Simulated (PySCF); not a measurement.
**Dipole polarisabilities along the alkali metals, charge +1**

Calculated with PySCF 2.14 for the ground configurations, without spin-orbit coupling: coupled response for Hartree-Fock and DFT. Mean α in bohr³, C₆ of like pairs in atomic units.

| species | α UHF | α PBE | α PBE0 | C₆ UHF | C₆ PBE | C₆ PBE0 |
| --- | --- | --- | --- | --- | --- | --- |
| Li⁺ 1s2 (aug-cc-pVQZ-DK, spin-free X2C) | 0.1791 | 0.1980 | 0.1922 | 0.06329 | 0.07231 | 0.06949 |
| K⁺ [Ar] (aug-cc-pVQZ-X2C, spin-free X2C) | 5.171 | 5.410 | 5.307 | 20.89 | 22.20 | 21.67 |
| Rb⁺ [Kr] (aug-cc-pVQZ-X2C, spin-free X2C) | 8.793 | 9.231 | 9.039 | 51.56 | 54.65 | 53.39 |
| Cs⁺ [Xe] (aug-cc-pVQZ-X2C, spin-free X2C) | 15.46 | 16.10 | 15.80 | 131.0 | 137.4 | 134.7 |

These bases were built for valence shells and polarise a noble-gas core incompletely.
